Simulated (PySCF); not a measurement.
Si(H)(NHSiH3)3 (H13N3Si4), SMILES [SiH3]N[SiH](N[SiH3])N[SiH3].

Geometry optimised at PBE0-D3(BJ)/def2-SVP. Other conformers were not sampled.

Two levels are set side by side: PBE/def2-SVP (PySCF) and M06-2X/def2-SVP (PySCF). Same geometry, gas phase. Differences are taken from unrounded values.

```csv
quantity,M06-2X
orbital gap (eV),9.84
highest occupied level (eV),-8.52
lowest empty level (eV),1.32
dipole moment (D),1.17
mean polarisability (bohr³),110.0
```

Problem. What does PBE give, and how far is it from M06-2X? (Estimate from the structure and the level; the computed values follow.)

Solution. 
```json
[
 {"quantity": "orbital gap (eV)", "PBE": "5.58", "PBE minus M06-2X": "-4.27"},
 {"quantity": "highest occupied level (eV)", "PBE": "-5.87", "PBE minus M06-2X": "2.65"},
 {"quantity": "lowest empty level (eV)", "PBE": "-0.30", "PBE minus M06-2X": "-1.62"},
 {"quantity": "dipole moment (D)", "PBE": "1.19", "PBE minus M06-2X": "0.03"},
 {"quantity": "mean polarisability (bohr³)", "PBE": "116.6", "PBE minus M06-2X": "6.7"}
]
```

PBE's occupied levels lie high since its potential decays too fast outside the molecule; exact exchange lowers them and widens the gap. Loosely held outer electrons make PBE densities more polarisable. Differences between two approximate levels are no errors against the true value.

Rough cost on one machine, each run with all the roots and properties that it gave: M06-2X against PBE about 3 times.
